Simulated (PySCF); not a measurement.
Two-dimensional NMR puzzle

Compound of formula C7H9NSi. Correlations simulated from computed shifts and the bond graph:

HSQC (one-bond C–H):
| δH | δC |
| --- | --- |
| 8.59 | 155.2 |
| 7.73 | 141.7 |
| 7.34 | 124.8 |
| 6.96 | 122.3 |
| 2.28 | 20.5 |
| 2.03 | 8.3 |
| 1.20 | 8.3 |

COSY cross peaks (H two or three bonds apart, from the bond graph; peaks can be absent where the dihedral angle is near 90°):
| δH | δH |
| --- | --- |
| 8.59 | 6.96 |
| 7.73 | 7.34 |
| 7.73 | 6.96 |
| 2.93 | 2.68 |
| 2.93 | 2.28 |
| 2.93 | 2.03 |
| 2.93 | 1.20 |
| 2.68 | 2.28 |
| 2.68 | 2.03 |
| 2.68 | 1.20 |
| 2.28 | 2.03 |
| 2.28 | 1.20 |
| 2.03 | 1.20 |

HMBC (two and three bonds, from the bond graph):
| δH | δC |
| --- | --- |
| 8.59 | 172.5, 141.7, 122.3 |
| 7.73 | 172.5, 155.2, 124.8, 122.3 |
| 7.34 | 172.5, 141.7, 122.3, 20.5 |
| 6.96 | 155.2, 141.7, 124.8 |
| 2.93 | 172.5, 20.5, 8.3 |
| 2.68 | 172.5, 20.5, 8.3 |
| 2.28 | 172.5, 124.8, 8.3 |
| 2.03 | 172.5, 20.5 |
| 1.20 | 172.5, 20.5 |

Carbons without hydrogens: δ 172.5.

[PySCF 2.14: GIAO PBE0/pcSseg-1 shieldings; geometry: GFN2-xTB; a single conformation; no solvent model; relativity neglected]

δ = σ(ref) − σ, references computed at the same level: 1H and 13C vs TMS.

Exchangeable hydrogens are left out of these lists.

Question: Assemble the structure.

Answer: `InChI=1S/C7H9NSi/c1-2-4-8-6(3-1)7-5-9-7/h1-4,7H,5,9H2/t7-/m0/s1`.

Structure with atom numbers: `[cH:1]1[cH:2][cH:3][c:4]([C@@H:5]2[CH2:6][SiH2:7]2)[n:8][cH:9]1`. Hydrogens are named by the atom that carries them. Ha(C6), Ha(Si7) are cis to C4 on the ring; Hb(C6), Hb(Si7) are trans to C4 on the ring.

- δC 172.5 is C4, a substituted aromatic carbon next to a ring nitrogen.
- δC 155.2 is C9, an aromatic CH next to a ring nitrogen (δH 8.59).
- δC 141.7 is C2, an aromatic CH (δH 7.73).
- δC 124.8 is C3, an aromatic CH (δH 7.34).
- δC 122.3 is C1, an aromatic CH (δH 6.96).
- δC 20.5 is C5, a three-membered-ring carbon (δH 2.28).
- δC 8.3 is C6, a three-membered-ring carbon (δH 1.20, 2.03).
- HMBC from δH 8.59 reaches the proton-free carbon C4.
- HMBC from δH 7.73 reaches the proton-free carbon C4.
- HMBC from δH 7.34 reaches the proton-free carbon C4.
- HMBC from δH 2.93 reaches the proton-free carbon C4.
- COSY links 8.59–6.96, 7.73–7.34, 7.73–6.96, 2.93–2.68, 2.93–2.28, 2.93–2.03.

The data come from this structure; uniqueness wasn't tested.

Shifts are as computed. Against solution values, carbons near 30 ppm lie about +3 ppm off and those near 130 ppm about +5 ppm. Of 1211 compounds with measured shifts, 218 miss one by over three times the rms of a fit or turn the order of signals round; such compounds aren't used in these exercises.
